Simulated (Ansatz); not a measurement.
```xyz
7

B    -1.053   -0.584    0.215
Si    0.673    0.382   -0.156
F     0.942    1.529    0.917
F     1.923   -0.604   -0.072
H    -1.195   -1.727   -0.098
H    -1.984   -0.011    0.695
H     0.694    1.014   -1.500
```

Charge 0, multiplicity 1.

Q: List the PBE/def2-TZVPP orbital energies in eV (the Gaussian-basis code of Ansatz). (Best estimate.)

A: Computed: Occupied: -1781.16, -660.03, -660.03, -178.09, -138.74, -95.54, -95.48, -95.41, -30.00, -29.51, -14.27, -12.71, -11.89, -11.36, -10.90, -10.23, -9.93, -9.55, -8.98, -7.37. Lowest empty: -4.09, -0.40, 0.76, 1.15, 1.32, 2.25, 2.43, 3.01.
